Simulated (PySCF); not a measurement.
C$_{3}$H$_{10}$Si, charge -1, doublet, at the geometry of the source list (a state made from the parent by changing its charge; the spin is typed, not shown lowest) (in this run its highest filled SCF level lies above zero, so its values depend strongly on the basis, on diffuse functions most of all); HF/STO-3G (PySCF).

Here is a job for PySCF.
```python
from pyscf import gto, scf

mol = gto.M(
    atom='''
Si    0.06090000    0.22490000    0.46560000
C    -0.93200000    1.38420000   -0.67160000
C     1.76960000   -0.11080000   -0.30300000
C    -0.87690000   -1.41820000    0.67490000
H     0.23360000    0.86220000    1.78490000
H    -1.08030000    0.94810000   -1.65580000
H    -1.91320000    1.59710000   -0.25810000
H    -0.42270000    2.33340000   -0.80880000
H     2.36230000   -0.76890000    0.32530000
H     1.68360000   -0.58130000   -1.27870000
H     2.33130000    0.80940000   -0.43310000
H    -1.02380000   -1.91880000   -0.27830000
H    -1.85700000   -1.25970000    1.11460000
H    -0.33550000   -2.10170000    1.32220000
''',
    basis='sto-3g',
    charge=-1,
    spin=1,
    verbose=4,
)

mf = scf.UHF(mol)
mf.kernel()
```

What the program printed (banner, timings and long lists left out):

```
PySCF version 2.14.0

[INPUT] verbose = 4
[INPUT] num. atoms = 14
[INPUT] num. electrons = 43
[INPUT] charge = -1
[INPUT] spin (= nelec alpha-beta = 2S) = 1
[INPUT] symmetry False subgroup None
[INPUT] Mole.unit = angstrom
[INPUT] Symbol           X                Y                Z      unit          X                Y                Z       unit  Magmom
[INPUT]  1 Si     0.060900000000   0.224900000000   0.465600000000 AA    0.115084320986   0.424999405415   0.879856483597 Bohr   0.0
[INPUT]  2 C     -0.932000000000   1.384200000000  -0.671600000000 AA   -1.761224748095   2.615758901623  -1.269140065258 Bohr   0.0
[INPUT]  3 C      1.769600000000  -0.110800000000  -0.303000000000 AA    3.344059350030  -0.209381654602  -0.572587015743 Bohr   0.0
[INPUT]  4 C     -0.876900000000  -1.418200000000   0.674900000000 AA   -1.657100838631  -2.680009589858   1.275376161469 Bohr   0.0
[INPUT]  5 H      0.233600000000   0.862200000000   1.784900000000 AA    0.441440022698   1.629321864600   3.372972159736 Bohr   0.0
[INPUT]  6 H     -1.080300000000   0.948100000000  -1.655800000000 AA   -2.041471132368   1.791649338700  -3.129008517055 Bohr   0.0
[INPUT]  7 H     -1.913200000000   1.597100000000  -0.258100000000 AA   -3.615424021518   3.018081593543  -0.487738312750 Bohr   0.0
[INPUT]  8 H     -0.422700000000   2.333400000000  -0.808800000000 AA   -0.798787232854   4.409486939060  -1.528410489548 Bohr   0.0
[INPUT]  9 H      2.362300000000  -0.768900000000   0.325300000000 AA    4.464100024060  -1.453010417178   0.614727908321 Bohr   0.0
[INPUT] 10 H      1.683600000000  -0.581300000000  -1.278700000000 AA    3.181542903318  -1.098497796210  -2.416392795481 Bohr   0.0
[INPUT] 11 H      2.331300000000   0.809400000000  -0.433100000000 AA    4.405518514199   1.529544325223  -0.818440384549 Bohr   0.0
[INPUT] 12 H     -1.023800000000  -1.918800000000  -0.278300000000 AA   -1.934701606330  -3.626006487815  -0.525910780466 Bohr   0.0
[INPUT] 13 H     -1.857000000000  -1.259700000000   1.114600000000 AA   -3.509221413317  -2.380487999115   2.106288738440 Bohr   0.0
[INPUT] 14 H     -0.335500000000  -2.101700000000   1.322200000000 AA   -0.634003114792  -3.971637395998   2.498595881900 Bohr   0.0

nuclear repulsion = 173.75859716049
number of shells = 24
number of NR pGTOs = 102
number of NR cGTOs = 34
basis = sto-3g
ecp = {}

******** <class 'pyscf.scf.uhf.UHF'> ********
method = UHF
initial guess = minao
damping factor = 0
level_shift factor = 0
DIIS = <class 'pyscf.scf.diis.CDIIS'>
diis_start_cycle = 1
diis_space = 8
diis_damp = 0
SCF conv_tol = 1e-09
SCF conv_tol_grad = None
SCF max_cycles = 50
direct_scf = True
direct_scf_tol = 1e-13
number electrons alpha = 22  beta = 21
Set gradient conv threshold to 3.16228e-05
init E= -403.622026433787

cycle= 1 E= -403.166497303826  delta_E= 0.456  |g|= 0.284  |ddm|= 3.82
cycle= 2 E= -403.227462418882  delta_E= -0.061  |g|= 0.0548  |ddm|= 0.517
cycle= 3 E= -403.231482986463  delta_E= -0.00402  |g|= 0.0233  |ddm|= 0.232
cycle= 4 E= -403.232699417533  delta_E= -0.00122  |g|= 0.012  |ddm|= 0.161
cycle= 5 E= -403.23334001037  delta_E= -0.000641  |g|= 0.00764  |ddm|= 0.146
cycle= 6 E= -403.233782396708  delta_E= -0.000442  |g|= 0.00527  |ddm|= 0.152
cycle= 7 E= -403.234081447284  delta_E= -0.000299  |g|= 0.00347  |ddm|= 0.153
cycle= 8 E= -403.234246623659  delta_E= -0.000165  |g|= 0.00128  |ddm|= 0.166
cycle= 9 E= -403.234260038287  delta_E= -1.34e-05  |g|= 0.00046  |ddm|= 0.0397
cycle= 10 E= -403.234262026931  delta_E= -1.99e-06  |g|= 0.000172  |ddm|= 0.0254
cycle= 11 E= -403.234262077424  delta_E= -5.05e-08  |g|= 5.44e-05  |ddm|= 0.00341
cycle= 12 E= -403.234262091759  delta_E= -1.43e-08  |g|= 1.81e-05  |ddm|= 0.00153
cycle= 13 E= -403.234262092624  delta_E= -8.64e-10  |g|= 2.62e-06  |ddm|= 0.000174
Extra cycle  E= -403.234262092645  delta_E= -2.1e-11  |g|= 1.98e-06  |ddm|= 2e-05
converged SCF energy = -403.234262092645  <S^2> = 0.77166568  2S+1 = 2.0215496
```
